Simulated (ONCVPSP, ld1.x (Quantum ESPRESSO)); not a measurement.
Potentials for Si compared

Generated with ld1.x 7.5 (TM, RRKJ, ultrasoft, PAW), atompaw 4.2 or ONCVPSP 4.0.1. The cutoff is in Ry: for ld1.x and atompaw files where the sum of valence levels is converged to 10 mRy in a Bessel basis, for ONCV files where the hardest occupied wave has 1 mHa per electron of residual kinetic energy. The error is the largest all-electron minus pseudo excitation energy over each file’s own four to seven test configurations (ionisations up to +4, promotions, holes and added fractions of an electron), all of which were solved. The labels leave out finer settings (local radius, basis sizes, second energies), which also bear on the numbers. Spin-polarised tests are not counted. The rows are a selection from randomly drawn settings: files with unsolved tests, undetermined cutoffs or missed reference levels are left out.

```tsv
potential	cutoff (Ry)	largest error (meV)	bound ghosts
RRKJ, PBE, scalar-relativistic, rc 1.85/2.30 (sp), local s, core correction no, reference 3s2 3p1.5	18	+92	none
ultrasoft, PBE, fully relativistic, rc 1.75/2.20/1.80 (spd), local smoothed, core correction no, reference 3s2 3p1	10	+57	none
ONCV, PBEsol, scalar-relativistic, rc 1.50/2.30 (sp), local s, core correction yes, reference 3s2 3p1.5, qcut 4.9/3.7, projectors 0/1	16	+1.4	none
ONCV, PBE, scalar-relativistic, rc 1.10/0.80 (sp), local smoothed, core correction yes, reference 2s2 2p6 3s2 3p1, qcut 9.4/18.6, projectors 2/2	249	-1.6	none
ONCV, revPBE, scalar-relativistic, rc 1.10/1.05/1.05 (spd), local smoothed, core correction yes, reference 2s2 2p6 3s2 3p2, qcut 8.8/16/8.6, projectors 2/2/2	173	+2.5	none
```

**Question.** Fill in the row for Si: ONCV, LDA (Perdew-Wang 92), non-relativistic, rc 1.85/2.05/2.00 (spd), local smoothed, core correction yes, reference 3s2 3p0.5, qcut 3.1/3.7/5, projectors 2/2/2.

**Answer.** cutoff 38 Ry, largest error -0.3 meV, bound ghosts: none.
